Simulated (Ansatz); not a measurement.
Two members of one family (XGe6), computed with Ansatz in the gas phase; def2 core potentials for Sn, no spin–orbit coupling. The two geometries come from different levels. Binding counts from free atoms in the multiplicity of their measured ground term, without zero-point energy. The structures are stationary points that may keep the symmetry of their start.

First: SnGe6 (singlet, charge 0, PBE-D4/def2-SVP geometry).

```xyz
7

Sn    1.133    2.193   -0.305
Ge   -1.657    1.586    0.053
Ge    0.146    0.099    1.384
Ge    2.238   -0.463   -0.210
Ge   -0.161   -0.128   -1.380
Ge   -2.030   -1.021    0.308
Ge    0.332   -2.265    0.149
```

```json
{"level": "PBE-D4/def2-SVP", "HOMO (eV)": "-5.39", "LUMO (eV)": "-3.69", "gap (eV)": "1.71", "binding per atom (eV)": "3.29"}
{"level": "PBE-D4/def2-TZVP", "HOMO (eV)": "-5.34", "LUMO (eV)": "-3.65", "gap (eV)": "1.70", "binding per atom (eV)": "3.31"}
{"level": "r2SCANh-D4/def2-TZVP", "HOMO (eV)": "-5.85", "LUMO (eV)": "-3.48", "gap (eV)": "2.38", "binding per atom (eV)": "3.15"}
{"level": "PBE0-D4/def2-SVP", "HOMO (eV)": "-6.17", "LUMO (eV)": "-3.14", "gap (eV)": "3.03", "binding per atom (eV)": "3.12"}
{"level": "PBE0-D4/def2-TZVP", "HOMO (eV)": "-6.10", "LUMO (eV)": "-3.08", "gap (eV)": "3.02", "binding per atom (eV)": "3.16"}
```

Second: SiGe6 (singlet, charge 0, B3LYP-D4/def2-SVP geometry).

Cartesian coordinates in Å:
```
Si -0.828 0.924 0.136
Ge 0.026 -0.245 2.261
Ge 0.922 1.145 -1.736
Ge 1.605 1.377 0.838
Ge -1.632 -1.480 0.567
Ge -1.079 -0.622 -1.903
Ge 0.985 -1.100 -0.161
```

**Question.** What does the change do? Estimate second minus first.

**Answer.** 
```csv
level,Δ HOMO (eV),Δ LUMO (eV),Δ gap (eV),Δ binding per atom (eV)
PBE-D4/def2-SVP,-0.28,0.01,0.29,0.15
PBE-D4/def2-TZVP,-0.26,0.01,0.27,0.15
r2SCANh-D4/def2-TZVP,-0.29,0.02,0.31,0.14
PBE0-D4/def2-SVP,-0.31,0.02,0.33,0.14
PBE0-D4/def2-TZVP,-0.29,0.02,0.32,0.14
```
